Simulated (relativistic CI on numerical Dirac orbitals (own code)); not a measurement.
**Sensitivity of the levels of Hf²⁶⁺ to α and to the nuclear radius**

Calculated at this level of theory: Dirac-Coulomb-Breit CI, KLI orbitals optimised for each configuration, derivatives by finite differences, unscaled Slater integrals, QED left out (own radial code, finite nucleus).

Configuration list (outside the closed core [Ar] 3d10): 4s2 4p6 4d10, 4s2 4p6 4d9 4f, 4s2 4p5 4d10 4f, 4s 4p6 4d10 4f, 4s2 4p6 4d9 5s, 4s2 4p6 4d9 5p. Double excitations out of closed p, d and f shells are left out; levels of such configurations are missing from the list, as are those of other unlisted configurations, and high levels can miss mixing partners.

With x = (α/α₀)² − 1 an excitation energy changes as ω = ω₀ + qx; K = 2q/ω₀ is the relative enhancement. Terms are leading LS components, so labels can repeat. The field-shift factor is F = δν/δ⟨r²⟩ for the transition from the lowest level.

Lowest level 4s2 4p6 4d10 1S_0.

| Level | ω₀ (cm⁻¹) | q (cm⁻¹) | K | F (GHz/fm²) |
| --- | --- | --- | --- | --- |
| 4s2 4p6 4d9 4f 3P°_0 | 1451206 | -3049 | -0.0042 | 17 |
| 4s2 4p6 4d9 4f 3P°_1 | 1466742 | 4579 | 0.00624 | 17.3 |
| 4s2 4p6 4d9 4f 3P°_2 | 1497263 | 15480 | 0.0207 | 17.8 |
| 4s2 4p6 4d9 4f 3H°_5 | 1504946 | -2577 | -0.00343 | 17.4 |
| 4s2 4p6 4d9 4f 3H°_6 | 1515431 | 18550 | 0.0245 | 18.2 |
| 4s2 4p6 4d9 4f 3F°_3 | 1527468 | -331.6 | -0.000434 | 17.4 |
| 4s2 4p6 4d9 4f 1D°_2 | 1529104 | 10060 | 0.0132 | 17.8 |
| 4s2 4p6 4d9 4f 3G°_4 | 1533898 | 1086 | 0.00142 | 17.6 |
| 4s2 4p6 4d9 4f 3F°_4 | 1551770 | 21430 | 0.0276 | 18.2 |
| 4s2 4p6 4d9 4f 3G°_5 | 1565668 | 20250 | 0.0259 | 18.5 |
| 4s2 4p6 4d9 4f 3D°_3 | 1573204 | 21980 | 0.0279 | 18.6 |
| 4s2 4p6 4d9 4f 3D°_1 | 1575462 | 54040 | 0.0686 | 19.1 |
| 4s2 4p6 4d9 4f 3H°_4 | 1612641 | 99290 | 0.123 | 20.1 |
| 4s2 4p6 4d9 4f 1D°_2 | 1617897 | 110600 | 0.137 | 20.5 |
| 4s2 4p6 4d9 4f 3F°_2 | 1635140 | 115500 | 0.141 | 20.5 |
| 4s2 4p6 4d9 4f 1H°_5 | 1647607 | 125400 | 0.152 | 21.1 |
| 4s2 4p6 4d9 4f 3G°_3 | 1658649 | 116000 | 0.14 | 20.8 |
| 4s2 4p6 4d9 4f 3G°_4 | 1674988 | 128200 | 0.153 | 21.3 |
| 4s2 4p6 4d9 4f 1F°_3 | 1676783 | 113500 | 0.135 | 20.9 |
| 4s2 4p6 4d9 4f 1P°_1 | 1970862 | 66600 | 0.0676 | 21.6 |
| 4s2 4p6 4d9 5s 3D_3 | 2540980 | -389600 | -0.307 | 557 |
| 4s2 4p6 4d9 5s 1D_2 | 2548599 | -387700 | -0.304 | 555 |
| 4s2 4p6 4d9 5s 3D_1 | 2652693 | -277000 | -0.209 | 560 |

At this charge energies of transitions that change n are usually good to better than 1 %, and those within a shell (Δn = 0) to a few per cent.
